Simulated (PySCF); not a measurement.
Species: Mo(CH)Me3, C4H10Mo (singlet state).
SMILES: `[CH]#[Mo]([CH3])([CH3])[CH3]`

Level of theory: PySCF, PBE0-D3(BJ)/def2-SVP geometry optimisation, gas phase, def2 core potentials past Kr.

Take the most abundant isotopes and a rigid rotor. 

Question: What are A, B and C (MHz)?

Answer: Ia = 161.02, Ib = 161.46, Ic = 209.77 u·Å²; 505379 MHz·u·Å²/I gives A = 3139, B = 3130, C = 2409 MHz.

Question: Classify the top.

Answer: An oblate symmetric top, as the point group C3v requires two equal moments; the computed ones differ by 0.27 % because the geometry is symmetric only within the optimiser's tolerance; Ray's κ = 0.977.

Question: What does the inertial defect say?

Answer: Not planar: Δ = Ic − Ia − Ib = -112.71 u·Å². For a rigid frame Δ = −2 Σ m c², so Σ m c² = 56.35 u·Å² lies off the ab plane: 15.02 from hydrogen and 41.34 from heavier atoms. The atom farthest from that plane is 2.78 Å away.

Question: Give the other two planar moments, Paa and Pbb, and the rms extents of the mass along the axes.

Answer: Paa = Σ m a² = (Ib + Ic − Ia)/2 = 105.11 and Pbb = Σ m b² = (Ia + Ic − Ib)/2 = 104.67 u·Å². With the mass M = 155.98 u, the rms extents √(P/M) along a, b and c are 0.82, 0.82, 0.60 Å.

Question: Where do the R-branch lines fall?

Answer: The dipole of 0.90 D lies along the symmetry axis, so ΔK = 0 and J+1 ← J falls at 2B(J+1) for every K: 6.27 GHz, 12.54 GHz, 18.81 GHz, 25.07 GHz, 31.34 GHz for J = 0 to 4.

Stationary, but not proved a minimum. No vibrational averaging or centrifugal distortion is included, and the geometry carries the error of its method.
